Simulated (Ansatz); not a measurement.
Sb$_{2}$, triplet, at a GFN2-xTB geometry (a higher spin typed on purpose: for a closed-shell molecule this is an excited state) (all electrons, no relativity); B3LYP/STO-3G (Ansatz, a quantum-chemistry and plane-wave program).

Input for Ansatz:
Ansatz 0.2 input:
```yaml
crystal:
  periodic: [false, false, false]
  atoms:
    - {symbol: Sb, position_ang: [-0.00000000, -0.00000000, -1.35280165]}
    - {symbol: Sb, position_ang: [0.00000000, 0.00000000, 1.35280165]}
basis:
  gaussian:
    orbitals: STO-3G
hamiltonian:
  xc: b3lyp
magnetization: {spin_polarized: true, initial_magnetization: 2}
accuracy: high
```

Question: Write the output that Ansatz gives for this input, abridged.

Answer: 
```
Functional definition: B3LYP
586 factors; integrals over basis functions are off by at most 4.2e-9 eV
mean field evaluation 1: about -340326.8324 eV, gradient 1.6e0 eV
mean field evaluation 2: about -340326.8789 eV, gradient 2.5e-1 eV
mean field evaluation 4: about -340326.8808 eV, gradient 2.2e-1 eV
mean field evaluation 8: about -340326.8817 eV, gradient 3.8e-3 eV
mean field evaluation 16: about -340327.5014 eV, gradient 1.2e-3 eV
mean field evaluation 32: about -340327.5088 eV, gradient 2.4e-1 eV
mean field evaluation 64: about -340326.9878 eV, gradient 6.6e-1 eV
mean field evaluation 96: about -340326.8863 eV, gradient 1.3e-4 eV
mean field -340327.50137941 eV, -12506.8049934275 hartree, gradient 1.6e-8 eV, S^2 2.000859; 9 other end points of the search recorded, 0 dependent functions left out
reference -340327.50140663 eV, -12506.8049944277 hartree; 52, 50 occupied and 2, 4 virtual orbitals, 586 factors
Total energy: -340327.50140663 eV, -12506.8049944277 hartree
```
